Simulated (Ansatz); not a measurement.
The first iterations of a band of AlCl2H2N + H2 (8 atoms, charge 0, multiplicity 1).

Theory: RKS B3LYP/def2-SVP in Ansatz.

| Item | Value |
| --- | --- |
| movable images | 9 |
| climbing image | yes |
| spring | 5.0 eV/Å² |
| optimiser | quadratic models (default) |
| start path | through a guess of the saddle point |
| force threshold | 0.05 eV/Å |
| iteration limit | 60 |
| end points | relaxed |

Image 0:

```xyz
8
Properties=species:S:1:pos:R:3
Al 0.049 -0.275 -0.020
Cl 0.048 -0.920 1.982
N 1.568 -0.143 -0.895
H 2.483 -0.338 -0.498
H 1.651 0.138 -1.867
Cl -1.765 0.105 -1.012
H -0.348 2.527 0.941
H -0.142 2.147 1.568
```

Image 10:

```xyz
8
Properties=species:S:1:pos:R:3
Al 0.032 0.679 -0.497
Cl 0.043 0.049 2.463
N 1.560 -0.006 -1.070
H 1.669 -0.927 -1.485
H 2.463 0.454 -0.999
Cl -1.743 -0.410 -0.914
H -0.062 2.168 0.005
H -0.418 1.234 2.696
```

| iteration | highest image above the first end (eV) | largest band force component (eV/Å) |
| --- | --- | --- |
| 1 | 2.520 | 9.270 |
| 2 | 1.651 | 1.507 |
| 3 | 1.496 | 1.136 |
| 4 | 1.560 | 2.015 |
| 5 | 1.549 | 1.028 |
| 6 | 1.513 | 0.417 |
| 7 | 1.523 | 0.535 |

**Question.** Does the band converge within its limit, and where does its top end?

**Answer.** It converged. It ended after 23 iterations with the highest image 1.483 eV above the first end. The profile has 2 maxima (images 3, 7) with wells between them (image 5): this band takes more than one step, which may be the mechanism or a detour left from its start path. A vibrational analysis at the climbing image gives one clearly imaginary mode, 627i cm⁻¹: a first-order saddle point. The orbitals stay closed-shell, which can raise the energy where a bond breaks towards radicals; this wasn't checked here.

Run time: 7 min on 2 threads of Arm Neoverse V1, with other jobs on the host, peak memory 0.18 GiB.
